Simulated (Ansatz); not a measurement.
Two members of one family (Alkyl thiol), computed with Ansatz in the gas phase. The two geometries come from different levels. Binding counts from free atoms in the multiplicity of their measured ground term, without zero-point energy. A dash marks a value that wasn't run or was left out as unsound. The structures are stationary points that may keep the symmetry of their start. Remarks come from the PBE and PBE0 runs and from stability tests at other levels; not every state was tested. HOMO above LUMO (over both spins in singlets and doublets, within one spin in higher multiplets; at PBE or PBE0), or a gap under 0.15 eV within one spin, warns that the state may not be the lowest or that an electron is smeared out.

First: CCCCCCCCCCS (singlet, charge 0, r2SCAN-D4/def2-SVP geometry).

```tsv
atom	x (Å)	y (Å)	z (Å)
C1	-2.9406	-3.8433	0.3960
C2	-1.7627	-3.8318	1.3671
C3	-1.3894	-2.4414	1.8863
C4	-0.8978	-1.4692	0.8131
C5	-0.4551	-0.1237	1.3893
C6	-0.0451	0.9198	0.3460
C7	1.2022	0.5479	-0.4578
C8	1.6223	1.5934	-1.4936
C9	2.0857	2.9231	-0.8969
C10	2.6132	3.9207	-1.9237
S11	1.3878	4.4805	-3.1683
H12	-3.8330	-3.3773	0.8499
H13	-3.2134	-4.8710	0.1081
H14	-2.7171	-3.2927	-0.5317
H15	-0.8778	-4.2853	0.8801
H16	-1.9967	-4.4817	2.2291
H17	-0.6032	-2.5442	2.6578
H18	-2.2620	-1.9985	2.4062
H19	-1.6948	-1.2924	0.0676
H20	-0.0638	-1.9414	0.2616
H21	0.3853	-0.2866	2.0919
H22	-1.2802	0.2866	1.9999
H23	-0.8870	1.0925	-0.3515
H24	0.1212	1.8816	0.8619
H25	1.0281	-0.4087	-0.9818
H26	2.0415	0.3606	0.2409
H27	2.4444	1.1817	-2.1085
H28	0.7887	1.7843	-2.1931
H29	2.8955	2.7336	-0.1657
H30	1.2665	3.3968	-0.3271
H31	3.4168	3.4666	-2.5284
H32	3.0468	4.8055	-1.4306
H33	0.5738	5.1141	-2.2941
```

```
              level  HOMO (eV)  LUMO (eV)  gap (eV)  vertical IE (eV)  vertical triplet (eV)  binding per atom (eV)
    PBE-D4/def2-SVP      -5.28       0.10      5.38                 –                      –                   4.21
   PBE-D4/def2-TZVP      -5.47      -0.41      5.06              8.34                   4.87                   4.17
r2SCAN-D4/def2-TZVP      -5.72      -0.04      5.68                 –                      –                   4.11
   PBE0-D4/def2-SVP      -6.59       1.07      7.66                 –                      –                   4.17
  PBE0-D4/def2-TZVP      -6.71       0.53      7.25              8.87                   5.00                   4.13
```

Remarks: gap within one spin near zero at PBE or PBE0 (+1 doublet).

Second: CCCCCCCCCCCCCCCCCCS (singlet, charge 0, PBE-D4/def2-SVP geometry).

```xyz
57

C     8.783    0.707    3.906
C     7.675    0.611    2.855
C     6.418    1.404    3.228
C     5.298    1.381    2.179
C     4.655    0.007    1.959
C     3.535   -0.017    0.909
C     2.283    0.785    1.279
C     1.165    0.694    0.236
C    -0.080    1.509    0.603
C    -1.209    1.474   -0.436
C    -1.882    0.104   -0.601
C    -3.001    0.053   -1.651
C    -4.213    0.946   -1.343
C    -5.381    0.843   -2.344
C    -6.452   -0.214   -2.020
C    -6.006   -1.682   -1.973
C    -5.501   -2.237   -3.306
C    -5.023   -3.689   -3.245
S    -6.310   -4.933   -2.813
H     9.683    0.130    3.612
H     8.442    0.316    4.887
H     9.099    1.760    4.065
H     8.056    0.976    1.874
H     7.414   -0.458    2.695
H     6.711    2.461    3.421
H     6.021    1.024    4.198
H     5.695    1.756    1.208
H     4.515    2.109    2.483
H     4.255   -0.368    2.930
H     5.437   -0.723    1.656
H     3.238   -1.072    0.721
H     3.936    0.357   -0.062
H     1.898    0.430    2.263
H     2.547    1.855    1.433
H     1.552    1.043   -0.748
H     0.895   -0.375    0.089
H     0.224    2.565    0.770
H    -0.474    1.154    1.583
H    -1.975    2.228   -0.150
H    -0.814    1.808   -1.423
H    -2.288   -0.219    0.385
H    -1.114   -0.652   -0.871
H    -3.330   -1.002   -1.760
H    -2.587    0.341   -2.644
H    -3.870    2.002   -1.306
H    -4.586    0.723   -0.316
H    -4.975    0.681   -3.367
H    -5.899    1.824   -2.392
H    -6.907    0.044   -1.039
H    -7.275   -0.120   -2.763
H    -5.225   -1.819   -1.191
H    -6.871   -2.300   -1.645
H    -4.651   -1.624   -3.678
H    -6.305   -2.149   -4.071
H    -4.170   -3.801   -2.543
H    -4.661   -4.021   -4.239
H    -6.395   -4.629   -1.489
```

Task: Estimate how these quantities change from the first to the second (second minus first).

Result: 
```tsv
level	Δ HOMO (eV)	Δ LUMO (eV)	Δ gap (eV)	Δ vertical IE (eV)	Δ vertical triplet (eV)	Δ binding per atom (eV)
PBE-D4/def2-SVP	-0.03	-0.06	-0.03	–	–	0.07
PBE-D4/def2-TZVP	-0.04	-0.04	-0.01	-0.37	0.02	0.06
r2SCAN-D4/def2-TZVP	-0.04	-0.05	-0.01	–	–	0.06
PBE0-D4/def2-SVP	-0.03	-0.07	-0.05	–	–	0.07
PBE0-D4/def2-TZVP	-0.03	-0.06	-0.03	-0.19	0.02	0.06
```

Remarks: gap within one spin near zero at PBE or PBE0 (+1 doublet).
